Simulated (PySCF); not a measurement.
Cost of one run: shielding job, `C=C[B@H-]([NH3+])CCC(Cl)(Cl)Cl`.

Method: GIAO PBE0/pcSseg-1 NMR shielding, non-relativistic, gas phase (PySCF 2.14.0, density-fitted response routines). Geometry: GFN2-xTB. Work: shieldings, charges and field gradients, density fitting. The input is one job of a driver script: a line of settings, then coordinates in Å.

Command:
```bash
OMP_NUM_THREADS=1 python probes_run.py task.json out
```

Input:
```
{"job": {"kind": "nmr", "xc": "PBE0", "basis": "pcSseg-1"}, "charge": 0, "multiplicity": 1}
C     -2.715845     0.697289     0.839152
C     -1.670584     0.851263     0.039433
B     -0.814320    -0.265476    -0.711872
N     -1.551786    -1.703746    -0.449645
C      0.682097    -0.459145    -0.064691
C      1.535378     0.798203    -0.202903
C      2.956671     0.623988     0.294025
Cl     3.825884    -0.617495    -0.632955
Cl     2.998272     0.160316     2.007910
Cl     3.869316     2.152845     0.127659
H     -3.227485     1.529314     1.300105
H     -3.135833    -0.268274     1.089573
H     -1.354930     1.875173    -0.133841
H     -0.787634    -0.111459    -1.893092
H     -1.583527    -1.849350     0.554634
H     -2.495303    -1.663574    -0.820504
H     -1.025545    -2.448885    -0.893070
H      0.617304    -0.712701     0.996002
H      1.205418    -1.281364    -0.559136
H      1.081904     1.612269     0.364079
H      1.581627     1.097753    -1.251335
```

Hardware: Arm Neoverse N1, one thread (shared host). PySCF's memory limit was set to 1040 MB.

The basis has 246 functions.

**Question.** What wall time should be expected on this hardware?

**Answer.** About 1.8 min. The SCF took 14 cycles.

**Question.** How much memory does it need at the peak?

**Answer.** About 1.1 GiB. Peak memory is the resident size of the whole Python process, interpreter and libraries included.

**Question.** At this speed, how long would 500 such jobs take on 64 cores, one job a core?

**Answer.** 500/64 gives 8 rounds of 1.8 min, about 14 min of wall time and 15 core-hours, if the jobs don't slow each other.

The SCF part of the output:
```
coarse grid: 19272 points
cycle   1  E = -1656.2636847678  dE =  1.184e+00  |g| = 7.410e-01  |ddm| = 4.128e+00
cycle   2  E = -1656.0831161461  dE =  1.806e-01  |g| = 1.197e+00  |ddm| = 1.743e+00
cycle   3  E = -1656.4082258657  dE = -3.251e-01  |g| = 1.458e-01  |ddm| = 1.129e+00
cycle   4  E = -1656.4129828652  dE = -4.757e-03  |g| = 5.870e-02  |ddm| = 2.153e-01
cycle   5  E = -1656.4138087286  dE = -8.259e-04  |g| = 1.526e-02  |ddm| = 7.198e-02
cycle   6  E = -1656.4138607801  dE = -5.205e-05  |g| = 4.578e-03  |ddm| = 1.752e-02
cycle   7  E = -1656.4138656269  dE = -4.847e-06  |g| = 1.684e-03  |ddm| = 5.234e-03
final grid: 172576 points
cycle   8  E = -1656.4659759807  dE = -7.692e-05  |g| = 1.027e-02  |ddm| = 3.569e-02
cycle   9  E = -1656.4659663596  dE =  9.621e-06  |g| = 1.179e-02  |ddm| = 1.952e-02
cycle  10  E = -1656.4659993750  dE = -3.302e-05  |g| = 1.870e-03  |ddm| = 1.136e-02
cycle  11  E = -1656.4660000285  dE = -6.535e-07  |g| = 6.412e-04  |ddm| = 2.309e-03
cycle  12  E = -1656.4660001253  dE = -9.673e-08  |g| = 9.839e-05  |ddm| = 6.248e-04
cycle  13  E = -1656.4660001272  dE = -1.921e-09  |g| = 3.777e-05  |ddm| = 1.248e-04
cycle  14  E = -1656.4660001275  dE = -3.379e-10  |g| = 8.920e-06  |ddm| = 4.138e-05
converged SCF energy = -1656.4660001275
```

On the final grid dE counts from the start density on that grid.

The host was shared with other jobs, so the times are rough.
